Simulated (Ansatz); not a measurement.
`[F][GeH2][F]` + H₂ → `[F][GeH3]` + H–F  (hydrogenolysis of a Ge–F bond)

Calculated with Ansatz (gas phase, PBE0-D4/def2-TZVP geometries, no zero-point term in ΔE). CBS: MP2 limit from def2 TZ/QZ plus the TZ coupled-cluster correction, frozen cores. This one scheme is used for every species. For Ge outer-core shells are correlated without core-valence functions, which leaves a few kJ/mol of doubt a bond. Scalar relativity is left out up to krypton.

```csv
species,MP2/def2-SVP energy (Eh)
`[F][GeH2][F]`,-2275.65263
H₂,-1.15525
`[F][GeH3]`,-2176.65335
H–F,-100.13197
```

Task: Work out ΔE.

Result: ΔE = (-2176.65335) + (-100.13197) − (-2275.65263) − (-1.15525) = 0.02256 Eh = +59.2 kJ/mol. CCSD(T)/CBS gives +47.0 kJ/mol.

Task: What do rigid-rotor, harmonic-oscillator terms from PBE0-D4/def2-TZVP frequencies (298.15 K, 1 bar) make of the CCSD(T)/CBS value? (Estimate.)

Result: Computed: ΔZPE = +11.2 kJ/mol, ΔH = +56.6 kJ/mol, ΔS = 18 J/(mol·K), ΔG = +51.2 kJ/mol.

Largest T1 diagnostic among the species: 0.012.

From r2SCAN to r2SCAN0 (25 % exact exchange), in def2-TZVPP and without D4, ΔE moves by −6.7 kJ/mol. At CCSD(T), def2-SVP lies +6.3 kJ/mol from the extrapolated value and def2-TZVPP +2.6 kJ/mol.
